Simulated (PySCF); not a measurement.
Sn: excitation energy

Sn [Kr] 4d10 5s2 5p2 (3P) → Sn [Kr] 4d10 5s1 5p2 6s1 (5P), as a difference of total energies. Calculation: PySCF 2.14, in aug-cc-pVQZ-PP with ECP28MDF (7s7p5d3f2g, 92 functions); a scalar-relativistic core potential. Correlated levels: valence: 4s2 4p6 4d10 frozen. The calculations carry no spin-orbit coupling.

| method | excitation energy (eV) |
| --- | --- |
| UHF | 8.167 |
| LDA | 10.506 |
| PBE | 10.172 |
| PBE0 | 9.899 |
| r2SCAN | 9.932 |
| wB97X-V | 10.121 |
| wB97M-V | 9.941 |
| M06-2X | 9.897 |
| MP2 (valence) | 9.083 |
| SCS-MP2 (valence) | 9.391 |

Task: How much does correlation contribute at MP2 (valence)?

Result: 9.083 − (8.167) = 0.916 eV, measured against UHF.

The upper state lies above the first ionisation limit, but in LS coupling its spin forbids autoionisation to the ground ion; at this Z spin-orbit coupling breaks that rule. A Rydberg-like electron needs more diffuse functions than a valence basis has.

The promoted electron is Rydberg-like, and one or two diffuse shells describe it only roughly, which tends to raise the upper state.
